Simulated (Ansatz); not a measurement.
Basis sets compared for Si(tBu)2Me2 (C₁₀H₂₄Si). Charge 0, multiplicity 1. Geometry PBE-D4/def2-SVP. Ansatz on 4 threads of Arm Neoverse V1 on a shared host; times are rough, and most runs start from earlier orbitals.

```tsv
atom	x (Å)	y (Å)	z (Å)
Si1	-0.3278	0.0856	0.5993
C2	0.9773	1.3684	-0.0628
C3	2.2565	0.6726	-0.5624
C4	1.3493	2.3020	1.1083
C5	0.3789	2.2224	-1.1978
H6	3.0253	1.4290	-0.8399
H7	2.7082	0.0173	0.2115
H8	2.0718	0.0528	-1.4630
H9	1.8595	1.7600	1.9301
H10	0.4626	2.8119	1.5403
H11	2.0441	3.0981	0.7574
H12	-0.5211	2.7802	-0.8673
H13	0.0917	1.6153	-2.0789
H14	1.1219	2.9758	-1.5447
C15	-0.6440	-1.4555	-0.5463
C16	0.5241	-2.4566	-0.4530
C17	-0.8496	-1.0404	-2.0145
C18	-1.9271	-2.1525	-0.0468
H19	0.3158	-3.3504	-1.0838
H20	1.4822	-2.0243	-0.8031
H21	0.6789	-2.8185	0.5841
H22	0.0699	-0.6109	-2.4612
H23	-1.6619	-0.2926	-2.1300
H24	-1.1288	-1.9246	-2.6312
H25	-2.8240	-1.5106	-0.1608
H26	-1.8583	-2.4491	1.0210
H27	-2.1103	-3.0819	-0.6319
C28	-1.9730	1.0036	0.8498
H29	-2.6774	0.3973	1.4545
H30	-2.4709	1.2383	-0.1133
H31	-1.8146	1.9615	1.3868
C32	0.2545	-0.5548	2.2913
H33	0.2098	0.2473	3.0556
H34	1.2973	-0.9317	2.2587
H35	-0.3908	-1.3854	2.6443
```

Binding counts from free atoms (Si triplet, C triplet, H doublet) in the same basis, without a counterpoise term.

```
           level  functions  energy (Eh)  HOMO (eV)  LUMO (eV)  binding per atom (eV)  wall time
 PBE-D4/def2-SVP        278    -683.9739      -5.89       0.40                   4.18        7 s
PBE0-D4/def2-SVP        278    -684.0940      -7.11       1.24                   4.14       12 s
```

Estimate the rows for PBE-D4/def2-TZVP (with forces), PBE0-D4/def2-TZVP.


| level | functions | energy (Eh) | HOMO (eV) | LUMO (eV) | binding per atom (eV) | wall time |
| --- | --- | --- | --- | --- | --- | --- |
| PBE-D4/def2-TZVP (with forces) | 491 | -684.5024 | -5.97 | -0.08 | 4.14 | 17 s |
| PBE0-D4/def2-TZVP | 491 | -684.6088 | -7.14 | 0.71 | 4.11 | 30 s |
